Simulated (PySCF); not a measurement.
From one molecule to another.

First species: C3H5FSi.
SMILES: `CC#C[SiH2]F`

Second species: cis allyl isocyanide, C4H5N.
Numbering: `[C-:1]#[N+:2][CH2:3][CH:4]=[CH2:5]` (hydrogens: H6, H7 on C3; H8 on C4; H9, H10 on C5)

Levels: CAM-B3LYP/def2-SVPD for dipole moment, HOMO energy, LUMO energy, HOMO–LUMO gap, static isotropic polarisability and electronic spatial extent ⟨r²⟩ about the centre of nuclear charge; TDDFT CAM-B3LYP/def2-SVPD for lowest singlet excitation; TDA CAM-B3LYP/def2-SVPD for lowest triplet excitation (Tamm–Dancoff); ΔSCF CAM-B3LYP/def2-SVPD for vertical ionisation energy; PBE0-D3(BJ)/def2-SVP for rotational constant A and rotational constant C. Geometries: PBE0-D3(BJ)/def2-SVP. All species are isolated and taken at one optimised geometry, non-relativistic unless stated; the electronic structure was computed with PySCF and density fitting.

Dipoles, sizes and rotational constants follow the conformer. The torsions of the flexible species, by atom-mapped SMILES:
- `[C-:1]#[N+:2][CH2:3][CH:4]=[CH2:5]`: N2–C3–C4–C5 127°

Values for the first species:

| Property | Result |
| --- | --- |
| Dipole moment | 2.88 D |
| HOMO energy | -9.30 eV |
| LUMO energy | 0.44 eV |
| HOMO–LUMO gap | 9.74 eV |
| Lowest singlet excitation | 5.60 eV |
| Lowest triplet excitation (Tamm–Dancoff) | 4.80 eV |
| Static isotropic polarisability | 62.3 au |
| Vertical ionisation energy | 10.24 eV |
| Electronic spatial extent ⟨r²⟩ about the centre of nuclear charge | 809 bohr² |
| Rotational constant A | 15.065 GHz |
| Rotational constant C | 1.416 GHz |

(1) Estimate the same properties for the second species, and the change in each.

## Answers

(1) 
```tsv
property	first	second	second less first
dipole moment	2.88 D	3.89 D	+1.01 D
HOMO energy	-9.30 eV	-9.63 eV	-0.33 eV
LUMO energy	0.44 eV	0.67 eV	+0.23 eV
HOMO–LUMO gap	9.74 eV	10.30 eV	+0.56 eV
lowest singlet excitation	5.60 eV	7.54 eV	+1.94 eV
lowest triplet excitation (Tamm–Dancoff)	4.80 eV	4.39 eV	-0.41 eV
static isotropic polarisability	62.3 au	53.7 au	-8.6 au
vertical ionisation energy	10.24 eV	10.61 eV	+0.37 eV
electronic spatial extent ⟨r²⟩ about the centre of nuclear charge	809 bohr²	475 bohr²	-334 bohr²
rotational constant A	15.065 GHz	20.485 GHz	+5.420 GHz
rotational constant C	1.416 GHz	2.633 GHz	+1.217 GHz
```

On the first: S1 lies 4.14 eV below the HOMO–LUMO gap; its leading configuration is HOMO→LUMO, weight 0.86. The principal polarisabilities are 47.9, 49.2 and 89.7 au; their mean is the isotropic value.

On the second: No computed singlet falls in the visible range (750 to 380 nm, 1.65 to 3.26 eV); S1 lies 4.28 eV above its blue end. S1 lies 2.76 eV below the HOMO–LUMO gap; its leading configuration is HOMO→LUMO, weight 0.91.
